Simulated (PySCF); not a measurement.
Working with the constants of ZnN

ωB97X-V constants of ZnN, ⁴Σ⁻ (quartet), unpaired electrons σ ↑, π ↑↑ (basis Zn def2-TZVPPD, N def2-TZVPPD; no relativity; PySCF 2.14; masses 63.9291 and 14.0031 u):

- ωe: 375.6 cm⁻¹
- ωexe: 9.95 cm⁻¹
- Be: 0.35956 cm⁻¹
- αe: 0.00787 cm⁻¹
- De to Zn + N: 0.321 eV

Q: What force constant and bond length do these constants imply?

A: Reduced mass μred = 11.487 u; k = 5.8918×10⁻⁷·μred·ωe² (u, cm⁻¹, mdyn/Å) = 0.955 mdyn/Å; Re = √(16.8576/(μred·Be)) (u, cm⁻¹, Å) = 2.020 Å.

Q: Estimate the centrifugal constant D from the Kratzer relation and find the Dunham coefficient a1.

A: D = 4Be³/ωe² = 1.32e-06 cm⁻¹; a1 = −1 − αeωe/(6Be²) = -4.81.

The bond is weak. Basis-set superposition, not corrected here, can be much of De in a small basis, most of all at correlated wavefunction levels. Functionals without a dispersion term scatter widely for such bonds, and LDA overbinds them. The state is the lowest determinant that a PBE0 search found; another state may lie lower at other levels.
